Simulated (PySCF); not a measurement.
GeH₆O₂Si, SMILES [OH][GeH]([OH])[SiH3]. The structure is a stationary point at TPSSh-D3(BJ)/def2-SVP. This is a generated structure with no PubChem entry under its InChIKey; it may be hypothetical. One conformer was computed; it need not be the lowest.

Calculation: TPSSh-D3(BJ)/def2-SVP (PySCF).

Harmonic wavenumbers (cm⁻¹): 82, 112, 150, 212, 258, 326, 355, 499, 515, 676, 696, 708, 749, 875, 902, 922, 948, 950, 2146, 2247, 2259, 2264, 3786, 3797. Rotational constants (GHz): 5.164, 2.487, 1.961; symmetry number 1.

Task: Work out the zero-point energy and the ideal-gas rigid-rotor harmonic-oscillator thermochemistry at 298.15 K and 1 atm.

Result: ZPE = ½ Σ hcν = ½ × 26433 cm⁻¹ = 158.10 kJ/mol. H − E(el) = 181.20 kJ/mol. Entropy in J/(mol K): translation 170.27, rotation 112.75, vibration 79.57, total 362.58. G − E(el) = 73.09 kJ/mol. Cp = 119.85 J/(mol K). Modes under 150 cm⁻¹ make the vibrational entropy uncertain.
